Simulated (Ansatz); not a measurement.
# Which isomer of ClF2HNSi2+ gives these data?

These gas-phase data were calculated for one isomer of ClF2HNSi2+ at r2SCAN-D4/def2-SVP (harmonic, unscaled wavenumbers; equilibrium rotational constants with average atomic masses):

| Quantity | Value |
| --- | --- |
| rotational constants | 3.896, 0.8162, 0.7186 GHz |
| all wavenumbers above 1500 cm⁻¹ | 2392 |

Candidates:

(1) `F[Si]/[NH+]=[Si](/F)Cl`, a singlet
(2) `F[SiH]=[N+]=[Si](F)Cl`, a singlet

**Question.** Which structure fits?

**Answer.** Candidate (2). No mode falls between 3250 and 3800 cm⁻¹, where the N–H stretch of (1) would stand.

The same quantities for all candidates:

```tsv
	rotational constants (GHz)	wavenumbers above 1500 cm⁻¹	E above the lowest, r2SCAN-D4/def2-SVP (kcal/mol)
(1)	2.951, 1.296, 0.9005	3473	1.0
(2)	3.896, 0.8162, 0.7186	2392	0.0
```

Harmonic stretches to hydrogen usually lie a few per cent above observed fundamentals. Each candidate is one conformer. Programs: Ansatz 0.2.0.
